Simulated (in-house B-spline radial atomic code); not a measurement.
Configurations of Co²⁺, with energies counted from [Ar] 3d7. Level of theory: Dirac-Hartree-Fock, average of configuration, Fermi nucleus of rms radius 3.7875 fm; calculated with a B-spline radial code for spherical atoms. Energies include first-order Breit, QED and recoil terms.

Occupations are held fixed; configurations that lie above the ionisation limit could autoionise.

```tsv
configuration	E - E(ref) (eV)	highest orbital	its <r> (bohr)
[Ar] 3d6 5s1	21.094	5s1/2	5.15
[Ar] 3d6 4f1	25.446	4f5/2	5.943
[Ar] 3d6 5g1	28.233	5g9/2	9.165
[Ar] 3d6 6f1	29.713	6f5/2	15.88
[Ar] 3d6 6g1	29.73	6g9/2	14.66
[Ar] 3d6 7f1	30.621	7f5/2	22.36
[Ne] 3s2 3p5 3d7 5s1	85.169	5s1/2	5.139
[Ne] 3s2 3p5 3d7 4f1	89.547	4f5/2	5.937
[Ne] 3s2 3p5 3d7 5f1	92.31	5f5/2	10.4
[Ne] 3s2 3p5 3d7 7g1	94.736	7g9/2	21.16
```

(1) Order these further configurations by energy, lowest first.
A. [Ar] 3d6 4s1
B. [Ar] 3d6 7g1
C. [Ar] 3d6 6s1
D. [Ne] 3s2 3p5 3d7 7s1
E. [Ar] 3d6 4p1

(2) How far above the reference does [Ne] 3s2 3p5 3d7 4s1 lie?

(3) How far above the reference does [Ar] 3d6 7p1 lie?

(4) How far above the reference does [Ne] 3s2 3p5 3d7 7f1 lie?

Answers

(1) A (6.7456 eV), E (13.171 eV), C (26.189 eV), B (30.632 eV), D (92.709 eV).

(2) 70.727 eV; its least bound orbital is 4s1/2 with <r> = 2.395 bohr.

(3) 29.132 eV; its least bound orbital is 7p3/2 with <r> = 15.05 bohr.

(4) 94.723 eV; its least bound orbital is 7f5/2 with <r> = 22.35 bohr.
